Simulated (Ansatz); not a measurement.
The inner images of a band of CH$_{5}$SSb (8 atoms, charge 0, multiplicity 1) are given out of order.

Method: Ansatz, RKS PBE0-D4/def2-SVP.

Image 0:

```xyz
8
Properties=species:S:1:pos:R:3
C -0.806 1.151 -0.520
S -0.297 0.238 0.971
Sb 1.115 -1.481 -0.046
H -1.375 0.523 -1.219
H 0.049 1.606 -1.042
H -1.464 1.958 -0.166
H 2.404 -1.288 1.073
H 0.466 -2.765 0.894
```

Image 8:

```xyz
8
Properties=species:S:1:pos:R:3
C -0.633 0.890 -0.463
S -0.519 0.501 1.307
Sb 0.968 -1.431 1.325
H -1.077 0.059 -1.030
H 0.351 1.140 -0.886
H -1.289 1.769 -0.550
H 2.107 -0.752 0.226
H 0.184 -2.233 0.016
```

Task: Put them in order from the first end to the last, with their energies above the first end.
A.
```xyz
8
Properties=species:S:1:pos:R:3
C -0.753 1.091 -0.688
S -0.498 0.516 1.006
Sb 0.929 -1.382 1.220
H -1.233 0.317 -1.297
H 0.194 1.410 -1.140
H -1.426 1.958 -0.601
H 2.564 -1.125 0.841
H 0.317 -2.841 0.604
```
B.
```xyz
8
Properties=species:S:1:pos:R:3
C -0.777 1.111 -0.566
S -0.470 0.462 1.126
Sb 0.980 -1.344 0.426
H -1.275 0.371 -1.210
H 0.147 1.456 -1.052
H -1.450 1.973 -0.431
H 2.589 -1.190 0.945
H 0.349 -2.896 0.706
```
C.
```xyz
8
Properties=species:S:1:pos:R:3
C -0.711 1.040 -0.731
S -0.519 0.543 1.005
Sb 0.895 -1.379 1.542
H -1.191 0.263 -1.340
H 0.237 1.359 -1.184
H -1.385 1.913 -0.686
H 2.422 -1.104 0.778
H 0.344 -2.692 0.561
```
D.
```xyz
8
Properties=species:S:1:pos:R:3
C -0.789 1.123 -0.517
S -0.393 0.364 1.100
Sb 1.028 -1.364 0.092
H -1.304 0.411 -1.179
H 0.116 1.492 -1.020
H -1.459 1.975 -0.333
H 2.481 -1.243 1.011
H 0.412 -2.815 0.790
```
E.
```xyz
8
Properties=species:S:1:pos:R:3
C -0.597 0.883 -0.702
S -0.611 0.651 1.099
Sb 0.801 -1.264 1.652
H -1.016 0.020 -1.239
H 0.407 1.114 -1.087
H -1.247 1.753 -0.883
H 2.146 -0.864 0.652
H 0.210 -2.350 0.452
```
F.
```xyz
8
Properties=species:S:1:pos:R:3
C -0.768 1.105 -0.628
S -0.483 0.487 1.065
Sb 0.953 -1.362 0.830
H -1.255 0.345 -1.252
H 0.169 1.435 -1.094
H -1.441 1.968 -0.511
H 2.598 -1.148 0.888
H 0.320 -2.886 0.646
```
G.
```xyz
8
Properties=species:S:1:pos:R:3
C -0.650 0.958 -0.726
S -0.563 0.593 1.053
Sb 0.844 -1.323 1.642
H -1.103 0.145 -1.310
H 0.322 1.240 -1.155
H -1.317 1.834 -0.783
H 2.260 -1.001 0.713
H 0.299 -2.503 0.510
```

Result: D (+14.1 kJ/mol), B (+97.8 kJ/mol), F (+201.1 kJ/mol), A (+106.7 kJ/mol), C (+25.9 kJ/mol), G (+7.4 kJ/mol), E (-0.7 kJ/mol).

Run time: 110 s on 1 thread of Intel(R) Xeon(R) 6975P-C (Granite Rapids) (shared host), peak memory 0.19 GiB.
